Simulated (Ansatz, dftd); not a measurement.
Reaction: CH4BO (SMILES [CH2]BO, doublet) → CH4BO (SMILES C[B]O, doublet)
Each species at its own B3LYP-D3(BJ)/def2-TZVP minimum (Ansatz, a program for electronic structure), one conformer.

Quantity: isomerisation energy (electronic), in kcal/mol. Radicals and triplets start from unrestricted determinants; spin-orbit coupling is neglected. CBS(X,Y): correlation extrapolated as X^-3, Hartree-Fock from the larger set. A bracket is a step between two methods taken in the basis named. The functionals are non-relativistic, so their misses hold any scalar relativity. Double hybrids freeze cores in their MP2 part. '+ core + X2C': CCSD(T) terms for core correlation (cc-pwCVTZ) and scalar relativity (cc-pVTZ-DK).

Compared with CCSD(T)/CBS(cc-pVTZ,cc-pVQZ) + [CCSDT(Q) - CCSD(T)]/cc-pVDZ + core + X2C (Ansatz): 7.7 kcal/mol.

Costs are rough ratios of core time, to one figure, on one kind of shared machine, summed over the single points of the molecules; atoms, geometries and frequencies are left out. The first row took roughly 10 core seconds; short runs hold start-up time.

| level | program | cost relative to the first row | difference (kcal/mol) |
|---|---|---|---|
| PBE-D4/def2-TZVPD | Ansatz + dftd4 | 1 | -2.9 |
| B3LYP/def2-TZVPD | Ansatz | 1 | 0.7 |
| r2SCANh/def2-TZVPD | Ansatz | 2 | -0.8 |
| B2GP-PLYP-D4/def2-TZVPD | Ansatz + dftd4 | 2 | 0.6 |
| B2PLYP/def2-TZVPD | Ansatz | 2 | 0.5 |
| wB97M-V/def2-TZVPD | Ansatz | 3 | 1.3 |

The dearest row costs roughly 3 times the first. Costs within a factor of two don't rank. The table holds for this case alone.
